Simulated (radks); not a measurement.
Results of a calculation; reference values are marked as such.
Question: Species: Sn II. Configuration: [Kr] 4d10 5s2 5p1 (the NIST ground configuration). Level of theory: scalar-relativistic Kohn-Sham, PBEsol, spin-polarised, spherical densities, finite nucleus; open shells are filled with parallel spins first (spin-orbit coupling, left out, can overturn this in heavy ions); Fermi nuclear charge, rms radius 4.6519 fm (a radial shooting solver on a logarithmic mesh with Libxc functionals). Some entries of the table are withheld. Estimate them.

| orbital | occ. | eigenvalue (eV) | <r^2> (bohr^2) |
|---|---|---|---|
| 1s up | 1 | -29005.20 | 0.001144 |
| 1s down | 1 | -29005.18 | 0.001144 |
| 2s up | 1 | -4385.850 | 0.01859 |
| 2s down | 1 | -4385.845 | 0.01859 |
| 2p up | 3 | -3938.879 | 0.01467 |
| 2p down | 3 | -3938.865 | 0.01467 |
| 3s up | 1 | -852.5561 | 0.1318 |
| 3s down | 1 | -852.5398 | 0.1318 |
| 3p up | 3 | -706.4865 | 0.1325 |
| 3p down | 3 | -706.4681 | 0.1325 |
| 3d up | 5 | -481.3911 | 0.1176 |
| 3d down | 5 | -481.3747 | 0.1176 |
| 4s up | 1 | -141.7350 | 0.7585 |
| 4s down | 1 | -141.7007 | 0.7583 |
| 4p up | 3 | -97.5658 | 0.8977 |
| 4p down | 3 | -97.5269 | 0.8968 |
| 4d up | 5 | (1) | (2) |
| 4d down | 5 | (3) | (4) |
| 5s up | 1 | (5) | 6.025 |
| 5s down | 1 | (6) | 5.960 |
| 5p up | 1 | -10.6622 | 9.437 |
| 5p down | 0 | -9.7789 | 9.556 |

Answer: 
(1) 4d up eigenvalue (eV): -33.8047
(2) 4d up <r^2> (bohr^2): 1.438
(3) 4d down eigenvalue (eV): -33.6955
(4) 4d down <r^2> (bohr^2): 1.424
(5) 5s up eigenvalue (eV): -18.2264
(6) 5s down eigenvalue (eV): -17.4364
